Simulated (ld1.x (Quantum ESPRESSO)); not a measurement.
# Pd (Z = 46): one change to an RRKJ potential, before and after

* Element: Pd
* Generator: ld1.x (Quantum ESPRESSO) 7.5
* Type: norm-conserving RRKJ (Kleinman–Bylander form)
* Functional: PBE
* Relativity: scalar-relativistic
* Frozen core: [Ar] 3d10 4s2
* Valence charge: 16
* Reference configuration: 4p6 4d10 5s0 5p0
* Partial waves: 4p (bound): rc 1.35 bohr; 4d (bound): rc 1.35 bohr; 5s (bound, empty): rc 2.45 bohr
* Local potential: the s channel
* Core correction: a·sin(br)/r model core inside 0.65 bohr
* rho0: 0.001

Change: core correction a·sin(br)/r model core inside 1.46 bohr.

Cutoffs: the cutoffs (Ry, on a coarse ladder) from which the occupation-weighted sum of valence levels, in a spherical-Bessel basis at the reference potential, stays within 10 and 1 mRy of its value at 400 Ry; they do not see the model core or the augmentation charge, which bear on the density cutoff. Errors are all-electron minus pseudo energies relative to the spin-unpolarised reference configuration.

Q: Predict the effect on cutoff, ghosts and configuration errors.

A: The potential gets neither clearly harder nor softer (80 Ry and 140 Ry → 80 Ry and 140 Ry); the errors of the 7 common tests hardly move; neither file shows a bound ghost at the reference potential, the only one tested. A wider model core is smoother and lowers the density cutoff, which this test does not measure.

```csv
quantity,base,changed
"cutoff, loose",80 Ry,80 Ry
"cutoff, tight",140 Ry,140 Ry
bound ghosts,none,none
"error for 4p6 4d9 5s0 5p0, meV [ΔE 9.12 eV]",-49,-49
"error for 4p6 4d8 5s0 5p0, meV [ΔE 29.93 eV]",-284,-284
"error for 4p6 4d7 5s0 5p0, meV [ΔE 64.29 eV]",-797,-796
"error for 4p6 4d9.5 5s0 5p0, meV [ΔE 3.23 eV]",-9.2,-9.1
"error for 4p5 4d10 5s0 5p0, meV [ΔE 57.17 eV]",-245,-235
"error for 4p6 4d6 5s0 5p0, meV [ΔE 113.64 eV]",-1611,-1605
"error for 4p6 4d9 5s0 5p1, meV [ΔE 5.24 eV]",-490,-490
s: phases at 2.66 bohr within 0.05 rad from the reference energy up to (Ry; the scan ends near 5),2.9,2.9
p: phases at 2.66 bohr within 0.05 rad from the reference energy up to (Ry; the scan ends near 5),-0.7,-0.7
d: phases at 2.66 bohr within 0.05 rad from the reference energy up to (Ry; the scan ends near 5),1.1,1.1
```

Base: These tests converged, but a pseudo level misses the all-electron one widely, so the file describes the atom poorly there or has found another state: 4p6 4d7 5s0 5p0: empty 5p by 2.7 eV; 4p6 4d6 5s0 5p0: empty 5p by 3.8 eV. Changed file: These tests converged, but a pseudo level misses the all-electron one widely, so the file describes the atom poorly there or has found another state: 4p6 4d7 5s0 5p0: empty 5p by 2.7 eV; 4p6 4d6 5s0 5p0: empty 5p by 3.8 eV.
